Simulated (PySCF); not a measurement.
Compound: AlCl2(SiH3).
Cartesian coordinates in Å at the PBE0-D3(BJ)/def2-SVP level; atoms count from 1:
```
atom  x, y, z in Å
Al1    0.6452    1.1198    0.0112
Cl2    2.7457    1.1724    0.0403
Cl3   -0.3272    2.9817   -0.0613
Si4   -0.5743   -0.9841    0.0128
H5    -1.9102   -0.8213    0.6630
H6     0.2037   -2.0369    0.7344
H7    -0.7829   -1.4316   -1.4004
```

Computed with PySCF, PBE0-D3(BJ)/def2-SVP geometry optimisation, gas phase.

(1) Which atoms are bound to Al1, and at what distances?

(2) List the angles at Al1.

(3) What is the shape at Al1?

(4) What are the other bond lengths?

(5) What are the rotational constants (commonest isotopes, rigid rotor)?

Results:

(1) 3 atoms: Cl2 2.101 Å, Cl3 2.102 Å, Si4 2.432 Å. The nearest atom not counted as bound is H7, at 3.25 Å.

(2) 
```tsv
angle	degrees	distance of the outer atoms (Å)
Cl3–Al1–Si4	122.3	3.97
Cl2–Al1–Si4	121.5	3.96
Cl2–Al1–Cl3	116.2	3.57
```

(3) Planar: angles 122.3°, 121.5° and 116.2°, sum 360.0°, 0.01 Å off the plane of its three neighbours.

(4) Si4–H5, Si4–H6, Si4–H7 1.495 Å.

(5) A = 2212, B = 1798, C = 1004 MHz: an asymmetric top.

Point group: Cs (tolerance 0.08 Å). Charge 0, singlet. Not checked by PBE0-D3(BJ)/def2-SVP frequencies.

Time: 14 s of wall time. Hardware: one thread, x86-64 server, on a shared host. These figures are those of the optimisation.
